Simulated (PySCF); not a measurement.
Coordinates in bohr (charge 0 multiplicity 2):
```
Ir   -0.8518    0.0000    0.0000
Se    1.0274    0.0000    3.7319
Se    1.0274    0.0000   -3.7319
```

These are results of PySCF, UPBE, basis Ir def2-SVP with ECP60, Se def2-SVP (scalar-relativistic core potentials, no spin–orbit coupling, density fitting), not measurements.

This geometry of IrSe2 is a stationary point at this level.

Question: What is the point group?

Answer: C2v.

Question: Is it a minimum?

Answer: Yes: all harmonic wavenumbers are real.

Question: What are the dipole moment and the gap between the highest occupied and lowest empty levels of either spin?

Answer: 0.02 D and 0.42 eV.

Question: Give the atomic charges and bond orders.

Answer: 
```csv
atom,Mulliken,Löwdin,polar tensor,spin (Mulliken),Mayer order to Ir1
Ir1,0.05,-0.57,0.40,0.60,–
"Se2,3",-0.02,0.29,-0.20,0.20,1.98
```
Other Mayer orders above 0.3: Se–Se 0.68.

Question: What is the atomisation energy, with and without zero-point energy?

Answer: 814 kJ/mol without, 810 kJ/mol with.

This need not be the most stable arrangement of these atoms. Other spin states or occupations of the open shell can lie lower. Spin–orbit coupling, left out here, can matter for elements this heavy.
